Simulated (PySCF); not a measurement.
## A small calculation by hand: chemical shift, span and skew from a shielding tensor

C6H5F, SMILES CC#CC(F)=C=C. Atoms are numbered in the order given.

```xyz
12

C     -2.7632     0.6888    -0.8233
C     -1.7195     0.3248    -0.1263
C     -0.6475    -0.0393     0.5525
F     -0.7542    -0.3742     1.8619
C      0.6664    -0.1157     0.0121
C      1.7889    -0.1813    -0.4489
C      3.1321    -0.2590    -1.0040
H     -3.3740    -0.0421    -1.3690
H     -3.0732     1.7398    -0.8889
H      3.5483    -1.2748    -0.9012
H      3.1276    -0.0040    -2.0764
H      3.8162     0.4396    -0.4946
```
Charge 0, spin multiplicity 1.

Coordinates come from a B3LYP-D3(BJ)/def2-SVP optimisation. This is a generated structure with no PubChem entry under its InChIKey; it may be hypothetical.

GIAO shieldings from HF/pcSseg-1 run with PySCF, non-relativistic, no solvent. The symmetric part of the tensor of F4 has the principal values 354.6, 354.6, 413.9 ppm. The same nucleus in CFCl3 has σ = 238.5 ppm at this level (PySCF, at its B3LYP-D3(BJ)/def2-TZVP geometry).

Q: Work out the isotropic shielding, the ¹⁹F shift against CFCl3, the span and the skew.

A: 
σ(iso) = (σ11 + σ22 + σ33)/3 = 374.4 ppm. δ = σ(ref) − σ(iso) = 238.5 − (374.4) = -135.9 ppm.
Span Ω = σ33 − σ11 = 59.3 ppm. Skew κ = 3(σ(iso) − σ22)/Ω = 1.00, an axial tensor. Tumbling in solution averages the tensor to δ; in a static solid the shielding alone would spread this spin-1/2 line over Ω.
